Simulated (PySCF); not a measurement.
C4H2BF (SMILES C#CB(F)C#C), singlet, at a GFN2-xTB geometry. Base run: CCSD(T)/cc-pVDZ in PySCF.

The PySCF input:
```python
from pyscf import gto, scf, cc

mol = gto.Mole()
mol.atom = '''
    B     0.32928792   -0.24658179    0.11366006
    C    -1.06064654   -0.84909034    0.01500780
    C    -2.16558263   -1.32045523   -0.06517949
    H    -3.13081133   -1.73278372   -0.13509747
    C     0.56104443    1.22320909   -0.18745508
    C     0.73777808    2.38964296   -0.42765470
    H     0.89272090    3.40874057   -0.63742247
    F     1.35067676   -1.01143186    0.46621205
'''
mol.basis = 'cc-pvdz'
mol.verbose = 4
mol.max_memory = 1800
mol.build()

mf = scf.RHF(mol)
mf.kernel()

mycc = cc.CCSD(mf, frozen=6)
mycc.kernel()
et = mycc.ccsd_t()
print('E(CCSD(T)) = %.10f' % (mycc.e_tot + et))
```

The base run was repeated with changes; each row names its change, and settings that it needs were set with it.

```json
[
 {"change": "base", "ΔE vs base (mEh)": "0.000", "MP2 correlation (Eh)": "-0.74883", "CC correlation without the perturbative part (Eh)": "-0.77541", "basis functions": "94", "core-seconds (rough)": "20"},
 {"change": "method = mp2", "ΔE vs base (mEh)": "56.997", "MP2 correlation (Eh)": "-0.74883", "CC correlation without the perturbative part (Eh)": "-", "basis functions": "94", "core-seconds (rough)": "2"},
 {"change": "method = cisd", "ΔE vs base (mEh)": "165.1", "MP2 correlation (Eh)": "-", "CC correlation without the perturbative part (Eh)": "-", "basis functions": "94", "core-seconds (rough)": "7"},
 {"change": "method = ccsd", "ΔE vs base (mEh)": "30.416", "MP2 correlation (Eh)": "-0.74883", "CC correlation without the perturbative part (Eh)": "-0.77541", "basis functions": "94", "core-seconds (rough)": "10"}
]
```
